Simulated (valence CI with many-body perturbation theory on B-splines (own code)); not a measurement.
# E1 line list for Sn43+

Calculated by configuration interaction combined with many-body perturbation theory (CI+MBPT): five valence electrons over a frozen Dirac-Fock core [He], radial functions for each j: 9 s, 9 p, 8 d, 6 f, 3 g, 1 h, with the one-electron correlation potential Σ1 (screened to all orders), the two-electron term Σ2, the three-electron term Σ3, Breit, model QED; selected single and double excitations, second order for the rest (own B-spline code, finite nucleus).

The last digits are not significant, and no measured levels were compared; by estimate large intervals hold to a few tenths of a per cent, small ones and those within an open d or f shell to about a per cent. Among the levels kept, up to 1400 cm⁻¹ of a level comes from second order outside the variational space, and about a tenth of that is noise between levels of different J, which matters for small intervals.

Lines 101 to 150 of 247 in falling wavelength, among levels below 36395 × 10³ cm⁻¹, chosen from the strongest by gf and those to the six lowest levels. Wavelengths and rates use the calculated energies. Electric multipoles are in the length gauge, E1 and E2 with the static RPA response of the core. Weak lines are less certain than strong ones. Lines between different terms over intervals too small for the method are left out, as are lines whose strength nearly cancels. The highest levels of a list are the least certain.

Levels are named by their leading jj configuration (3d3/2^4 stands for four electrons in 3d with j = 3/2), which in mixed levels can hold well under half, so a name can repeat and another be missing. Letters in brackets count levels of one name in rising energy.

```
λ vac (nm)                               Upper                       Lower   A (s⁻¹)  log gf  Branch %
     2.623               (2p1/2 2p3/2^4) J=1/2    (2s 2p1/2 2p3/2^3) J=1/2  4.31e+11   -1.05      25.8
     2.622                  (2s 2p3/2^4) J=1/2        (2s^2 2p3/2^3) J=3/2  9.89e+11   -0.69      95.8
     2.617             (2p1/2^2 2p3/2^3) J=3/2  (2s 2p1/2^2 2p3/2^2) J=1/2  1.45e+11   -1.22      11.5
     2.569          (2s 2p1/2^2 2p3/2^2) J=1/2  (2s^2 2p1/2^2 2p3/2) J=3/2  4.76e+11   -1.03      94.5
     2.561          (2s 2p1/2^2 2p3/2^2) J=3/2  (2s^2 2p1/2^2 2p3/2) J=3/2  7.95e+11   -0.50      95.5
     2.503        (2s 2p1/2 2p3/2^3) J=3/2 [b]  (2s^2 2p1/2 2p3/2^2) J=5/2  8.92e+11   -0.48      76.2
     2.467            (2s 2p1/2 2p3/2^3) J=1/2  (2s^2 2p1/2 2p3/2^2) J=3/2  7.88e+11   -0.84      69.9
     2.411        (2s 2p1/2 2p3/2^3) J=3/2 [b]  (2s^2 2p1/2 2p3/2^2) J=3/2  1.51e+10   -2.28       1.3
     2.316             (2p1/2^2 2p3/2^3) J=3/2  (2s 2p1/2^2 2p3/2^2) J=5/2  2.29e+11   -1.13      18.2
     1.862        (2s 2p1/2 2p3/2^3) J=3/2 [a]  (2s^2 2p1/2^2 2p3/2) J=3/2  1.31e+10   -2.57       3.0
     1.704            (2s 2p1/2 2p3/2^3) J=1/2  (2s^2 2p1/2^2 2p3/2) J=3/2  2.71e+10   -2.63       2.4
     1.677        (2s 2p1/2 2p3/2^3) J=3/2 [b]  (2s^2 2p1/2^2 2p3/2) J=3/2  2.07e+10   -2.46       1.8
     1.663                  (2s 2p3/2^4) J=1/2  (2s^2 2p1/2 2p3/2^2) J=3/2  4.17e+10   -2.46       4.0
    0.3588          (2s^2 2p1/2^2 3p1/2) J=1/2  (2s 2p1/2^2 2p3/2^2) J=1/2  9.17e+10   -3.45      26.2
    0.3448          (2s^2 2p1/2^2 3p3/2) J=3/2  (2s 2p1/2^2 2p3/2^2) J=5/2  1.16e+11   -3.08      30.0
    0.3330  (2s^2 2p1/2 2p3/2 3p1/2) J=3/2 [b]  (2s 2p1/2^2 2p3/2^2) J=1/2  2.30e+11   -2.82      18.2
    0.3295      (2s^2 2p1/2 2p3/2 3p1/2) J=5/2  (2s 2p1/2^2 2p3/2^2) J=5/2  6.15e+10   -3.22      18.1
    0.3282  (2s^2 2p1/2 2p3/2 3p3/2) J=3/2 [b]  (2s 2p1/2^2 2p3/2^2) J=1/2  9.86e+11   -2.20      19.0
    0.3276  (2s^2 2p1/2 2p3/2 3p1/2) J=3/2 [b]  (2s 2p1/2^2 2p3/2^2) J=5/2  3.02e+11   -2.71      24.0
    0.3262  (2s^2 2p1/2 2p3/2 3p3/2) J=1/2 [b]  (2s 2p1/2^2 2p3/2^2) J=1/2  1.13e+12   -2.44      39.9
    0.3259          (2s^2 2p1/2^2 3d3/2) J=3/2  (2s^2 2p1/2 2p3/2^2) J=1/2  9.68e+10   -3.21       0.2
    0.3249     (2s 2p1/2^2 2p3/2 3s) J=3/2 [a]  (2s 2p1/2^2 2p3/2^2) J=1/2  1.03e+13   -1.19      26.4
    0.3249  (2s^2 2p1/2 2p3/2 3p3/2) J=5/2 [a]  (2s 2p1/2^2 2p3/2^2) J=5/2  9.66e+11   -2.04      76.7
    0.3239  (2s^2 2p1/2 2p3/2 3p3/2) J=3/2 [a]  (2s 2p1/2^2 2p3/2^2) J=5/2  1.01e+11   -3.20      22.6
    0.3231     (2s^2 2p1/2 2p3/2 3s) J=3/2 [a]  (2s^2 2p1/2 2p3/2^2) J=1/2  1.45e+11   -3.04       0.6
    0.3230  (2s^2 2p1/2 2p3/2 3p3/2) J=3/2 [b]  (2s 2p1/2^2 2p3/2^2) J=5/2  3.93e+12   -1.61      75.6
    0.3225         (2s^2 2p1/2 2p3/2 3s) J=1/2  (2s^2 2p1/2 2p3/2^2) J=1/2  1.28e+13   -1.40      24.4
    0.3222  (2s^2 2p1/2 2p3/2 3p3/2) J=5/2 [b]  (2s 2p1/2^2 2p3/2^2) J=5/2  3.95e+12   -1.43      93.2
    0.3220          (2s^2 2p1/2^2 3d3/2) J=3/2  (2s^2 2p1/2 2p3/2^2) J=3/2  2.26e+11   -2.85       0.5
    0.3215         (2s 2p1/2^2 2p3/2 3s) J=1/2  (2s 2p1/2^2 2p3/2^2) J=3/2  2.60e+13   -1.09      63.9
    0.3214     (2s^2 2p1/2 2p3/2 3s) J=3/2 [b]  (2s^2 2p1/2 2p3/2^2) J=1/2  1.29e+13   -1.10      26.0
    0.3213         (2s 2p1/2^2 2p3/2 3s) J=1/2  (2s 2p1/2^2 2p3/2^2) J=1/2  1.41e+13   -1.36      34.6
    0.3213          (2s^2 2p1/2^2 3d5/2) J=5/2  (2s^2 2p1/2 2p3/2^2) J=5/2  1.41e+11   -2.88       0.1
    0.3212     (2s 2p1/2^2 2p3/2 3s) J=3/2 [b]  (2s 2p1/2^2 2p3/2^2) J=3/2  1.58e+13   -1.01      75.9
    0.3211     (2s 2p1/2^2 2p3/2 3s) J=3/2 [b]  (2s 2p1/2^2 2p3/2^2) J=1/2  1.09e+11   -3.17       0.5
    0.3211         (2s 2p1/2^2 2p3/2 3s) J=5/2  (2s 2p1/2^2 2p3/2^2) J=5/2  9.84e+12   -1.04      92.9
    0.3208     (2s^2 2p1/2 2p3/2 3s) J=3/2 [a]  (2s^2 2p1/2 2p3/2^2) J=5/2  3.55e+12   -1.66      14.7
    0.3198             (2s^2 2p3/2^2 3s) J=3/2        (2s^2 2p3/2^3) J=3/2  4.00e+13   -0.61      83.2
    0.3197     (2s 2p1/2^2 2p3/2 3s) J=3/2 [a]  (2s 2p1/2^2 2p3/2^2) J=5/2  2.45e+13   -0.82      62.9
    0.3196             (2s^2 2p1/2^2 3s) J=1/2  (2s^2 2p1/2^2 2p3/2) J=3/2  3.42e+13   -0.98      99.8
    0.3194         (2s^2 2p1/2 2p3/2 3s) J=5/2  (2s^2 2p1/2 2p3/2^2) J=5/2  1.63e+13   -0.83      91.2
    0.3192     (2s^2 2p1/2 2p3/2 3s) J=3/2 [a]  (2s^2 2p1/2 2p3/2^2) J=3/2  1.43e+13   -1.06      59.3
    0.3191     (2s^2 2p1/2 2p3/2 3s) J=3/2 [b]  (2s^2 2p1/2 2p3/2^2) J=5/2  2.58e+13   -0.80      52.0
    0.3187         (2s^2 2p1/2 2p3/2 3s) J=1/2  (2s^2 2p1/2 2p3/2^2) J=3/2  3.11e+13   -1.02      59.4
    0.3179         (2s^2 2p1/2 2p3/2 3s) J=5/2  (2s^2 2p1/2 2p3/2^2) J=3/2  1.25e+12   -1.94       7.0
    0.3176     (2s^2 2p1/2 2p3/2 3s) J=3/2 [b]  (2s^2 2p1/2 2p3/2^2) J=3/2  5.40e+12   -1.49      10.9
    0.3171             (2s^2 2p3/2^2 3s) J=1/2        (2s^2 2p3/2^3) J=3/2  1.92e+13   -1.24      78.7
    0.3161     (2s 2p1/2^2 2p3/2 3s) J=3/2 [b]  (2s 2p1/2^2 2p3/2^2) J=5/2  4.39e+12   -1.58      21.1
    0.3105      (2s 2p1/2^2 2p3/2 3d3/2) J=3/2  (2s 2p1/2^2 2p3/2^2) J=1/2  9.63e+12   -1.25      19.5
    0.3104      (2s 2p1/2^2 2p3/2 3d3/2) J=1/2  (2s 2p1/2^2 2p3/2^2) J=1/2  3.70e+12   -1.97      23.6
```
